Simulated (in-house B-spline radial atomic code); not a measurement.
# Ionising Rh28+ with different functionals

Computed with a B-spline radial code for spherical atoms: scalar-relativistic (spin-free X2C) Hamiltonian, Fermi nucleus of rms radius 4.4945 fm, spin-polarised at highest spin, spherical fractional occupations for the functionals. The ionisation energy is the difference of two self-consistent energies, [Ne] 3s2 3p5 → [Ne] 3s2 3p4, without Breit or QED terms; ε is the level of the shell that loses the electron (its least bound occupied spin orbital). There is no spin-orbit coupling in this Hamiltonian.

Hybrids are left out here: with spherical fractional occupations of an open shell their exact exchange keeps a self-interaction that integer-occupation calculations don't have.

```csv
method,rung,ΔSCF (eV),-ε(3p) (eV)
LDA PW92,LDA,?,?
LDA VWN5,LDA,1620.25,1588.28
BP86,GGA,?,?
AM05,GGA,1619.94,1588.11
```

(1) What does LDA PW92 give?

(2) What does BP86 give?

(3) How do they compare with the NIST value?

Answers

(1) ΔSCF 1620.24 eV, and -ε(3p) = 1588.26 eV.

(2) ΔSCF 1621.04 eV, and -ε(3p) = 1589.23 eV.

(3) NIST lists 1605 eV ± 1.7 (semi-empirical, ground level to ground level). Errors run from +15.04 to +16.14 eV. The correlated functionals all miss on the same side by more than they spread, so the cause is common to them (spin-orbit coupling, Breit-QED terms, multiplet and fine-structure energies, or a listed next ion that isn't the cheapest removal here) and closeness doesn't rank the functionals.
